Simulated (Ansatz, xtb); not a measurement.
## Relative energy of two structures of GeH4SiSn

We compare a, a singlet given by its coordinates, with b, `[SiH3][GeH]=[Sn]`, a singlet. Both are isolated molecules in the gas phase, relaxed with PBE0-D3(BJ)/def2-SVP.

a (Å):

| atom | x (Å) | y (Å) | z (Å) |
| --- | --- | --- | --- |
| Ge | -1.0407 | -0.2310 | -0.4488 |
| Si | -2.2731 | 0.2516 | -2.4314 |
| Sn | -0.1705 | -1.3676 | 1.4961 |
| H | -1.8912 | 1.6313 | -2.8577 |
| H | -3.7428 | 0.2023 | -2.1672 |
| H | -1.9313 | -0.7163 | -3.5170 |
| H | -1.5380 | -1.7943 | -0.0499 |

Close contacts (Å): Ge1–Si2 2.38, Ge1–Sn3 2.41, Ge1–H7 1.69, Si2–H4 1.49, Si2–H5 1.49, Si2–H6 1.49, Sn3–H7 2.11.

b (Å):

```yaml
atoms:
  - { symbol: Ge, position_ang: [0.6939, -0.3082, -1.1362] }
  - { symbol: Si, position_ang: [-0.5055, 0.6548, -2.9409] }
  - { symbol: Sn, position_ang: [0.2756, -2.6449, -0.4456] }
  - { symbol: H, position_ang: [0.4070, 1.0825, -4.0471] }
  - { symbol: H, position_ang: [-1.4451, -0.3809, -3.4731] }
  - { symbol: H, position_ang: [-1.3043, 1.8423, -2.5043] }
  - { symbol: H, position_ang: [1.7076, 0.6604, -0.4904] }
```

Problem. Estimate E(b) − E(a) at the level CCSD(T)/def2-TZVP.

Solution. Too close to call at this level: CCSD(T)/def2-TZVP gives E(b) − E(a) = −0.038 eV.

How the difference moves with the method:

| level | geometry | E(b) − E(a) (eV) | departure from the last row (eV) | job, with rough time for the two |
| --- | --- | --- | --- | --- |
| PBE0-D3(BJ)/def2-SVP | PBE0-D3(BJ)/def2-SVP | −0.041 | −0.003 | optimisation, 66 s |
| HF/def2-TZVP | PBE0-D3(BJ)/def2-SVP | −0.359 | −0.321 | part of the CCSD(T) run |
| MP2/def2-TZVP | PBE0-D3(BJ)/def2-SVP | +0.084 | +0.122 | part of the CCSD(T) run |
| CCSD(T)/def2-TZVP | PBE0-D3(BJ)/def2-SVP | −0.038 |  | single point, 1.8 min |

The largest departure from CCSD(T)/def2-TZVP is that of HF/def2-TZVP, 0.321 eV. Levels run at GFN2-xTB geometries aren't shown.

With harmonic frequencies from PBE0-D3(BJ)/def2-SVP (ideal gas, rigid rotor, one conformer each, 200 K, 1 atm): on the last row, ΔE + ΔZPE = −0.011 eV. A mode under 50 cm⁻¹ makes harmonic enthalpies and free energies unreliable, so none is given.

The correlated steps freeze 18 core orbitals; the filled d shell of Ge and Sn is correlated, in a basis made for valence electrons. Atoms past krypton carry core potentials in the def2 sets and no spin–orbit term is included. Codes used: Ansatz 0.2.0; the last row on 2 threads of Intel(R) Xeon(R) Platinum 8259CL CPU @ 2.50GHz (Skylake/Cascade Lake) on a shared host.
